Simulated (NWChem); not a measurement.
CH3Cl2La; SMILES [CH3][La]([Cl])[Cl]

def2 effective core potentials on La; no spin-orbit coupling.

Q: Give the equilibrium geometry at PBE0/def2-SVP with def2 effective core potentials on La (NWChem) as a list of bonds and angles, with the point group.

A: point group Cs; any orientation.
Bond lengths (Å): La1–Cl2 2.614, La1–Cl3 2.614, La1–C4 2.462, C4–H5 1.107, C4–H6 1.107, C4–H7 1.107. Angles (°): Cl2–La1–Cl3 119.7, Cl2–La1–C4 108.3, Cl3–La1–C4 108.3, La1–C4–H5 111.5, La1–C4–H6 112.2, La1–C4–H7 112.2, H5–C4–H6 106.4, H5–C4–H7 106.4, H6–C4–H7 107.6.
